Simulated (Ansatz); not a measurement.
Start from `[CH3][InH][CH2]O` and change one atom or group to get `[CH3][InH][CH2]F`.

Ansatz, PBE0-D4/def2-TZVP geometries, multiplicity 1. Each molecule was computed in one conformer, which needn't be the lowest.

Elements past krypton have def2 core potentials.

| property | `[CH3][InH][CH2]O` |
| --- | --- |
| HOMO energy (PBE/def2-TZVPP) / eV | -5.18 |
| HOMO–LUMO gap (PBE0/def2-TZVPP) / eV | 5.08 |
| size of the dipole moment (PBE/def2-TZVPP) / D | 1.25 |
| HOMO–LUMO gap (ωB97M-V/def2-TZVPP) / eV | 8.67 |
| size of the dipole moment (ωB97M-V/def2-TZVPP) / D | 1.38 |
| LUMO energy (B3LYP/def2-TZVPP) / eV | -1.66 |

Q: What does the change do to each property? (Estimate.)

A: Computed: 
```tsv
property	`[CH3][InH][CH2]F`	shift
HOMO energy (PBE/def2-TZVPP) / eV	-5.81	-0.63
HOMO–LUMO gap (PBE0/def2-TZVPP) / eV	5.65	0.57
size of the dipole moment (PBE/def2-TZVPP) / D	1.00	-0.25
HOMO–LUMO gap (ωB97M-V/def2-TZVPP) / eV	9.26	0.59
size of the dipole moment (ωB97M-V/def2-TZVPP) / D	1.27	-0.11
LUMO energy (B3LYP/def2-TZVPP) / eV	-1.73	-0.07
```

With PBE0 the HOMO falls by 0.64 eV and the LUMO falls by 0.06 eV, so the gap widens by about 0.58 eV. PBE moves the HOMO by -0.63 eV and ωB97M-V by -0.63 eV. Dipoles are sizes alone; their direction can turn.

B3LYP here is the variant with VWN-RPA as its local correlation; programs differ in this.
